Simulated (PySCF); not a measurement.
Ge(H)(OSiH3)3, H₁₀GeO₃Si₃, SMILES [SiH3][O][GeH]([O][SiH3])[O][SiH3] (GFN2-xTB optimised geometry):

```
17

Ge    -0.483     0.948    -0.026
O      0.849    -0.131     0.000
Si     1.145    -1.735     0.000
O     -1.484     0.642     1.326
Si    -2.231    -0.551     2.148
O     -1.398     0.679    -1.446
Si    -2.085    -0.493    -2.348
H     -0.006     2.351     0.007
H      2.605    -1.735     0.000
H      0.569    -2.346     1.203
H      0.570    -2.351    -1.201
H     -1.299    -1.007     3.182
H     -3.399     0.140     2.690
H     -2.605    -1.667     1.272
H     -2.543    -1.617    -1.524
H     -1.076    -0.945    -3.309
H     -3.195     0.223    -2.972
```

Calculation: PBE0/def2-SVP (PySCF).

Task: What are the frontier orbital energies and the dipole moment?

Result: HOMO-2 -8.72 eV, HOMO-1 -8.67 eV, HOMO -8.54 eV, LUMO -0.20 eV, LUMO+1 0.86 eV; dipole moment 1.05 D.

On the same geometry PBE/def2-SVP in PySCF 2.14.0 gives HOMO-2 -7.20 eV, HOMO-1 -7.16 eV, HOMO -6.99 eV, LUMO -1.05 eV, LUMO+1 -0.05 eV; dipole moment 0.89 D.

Meta-Löwdin charges at PBE0/def2-SVP: Ge1 1.24, O2 -0.79, Si3 0.75, O4 -0.79, Si5 0.75, O6 -0.79, Si7 0.75, H8 -0.08, H9 -0.10, H10 -0.12, H11 -0.12, H12 -0.12, H13 -0.11, H14 -0.12, H15 -0.12, H16 -0.12, H17 -0.11.
